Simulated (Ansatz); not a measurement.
Z-matrix (Å, degrees):
```
C
O 1 1.373
Se 1 2.016 2 112.5
O 1 1.373 2 105.2 3 -122.8
H 1 1.101 2 112.3 3 114.7
H 2 0.961 1 108.2 3 -50.9
H 3 1.468 1 92.4 2 -59.4
H 4 0.961 1 108.3 2 174.4
```

Total charge 0; spin multiplicity 1.

Problem. List the CAM-B3LYP/def2-TZVPP orbital energies in eV (the Gaussian-basis code of Ansatz). (Best estimate.)

Solution. Computed: Occupied: -12352.82, -1582.01, -1420.23, -1420.20, -1420.14, -523.22, -523.21, -282.83, -214.61, -158.75, -158.64, -158.45, -59.57, -59.55, -59.38, -59.30, -59.27, -32.19, -30.26, -22.11, -20.11, -17.56, -15.79, -14.62, -13.44, -12.35, -11.32, -11.15, -9.00, -8.32. Lowest empty: 0.66, 1.83, 1.99, 2.41, 3.37, 4.83, 5.07, 6.09.
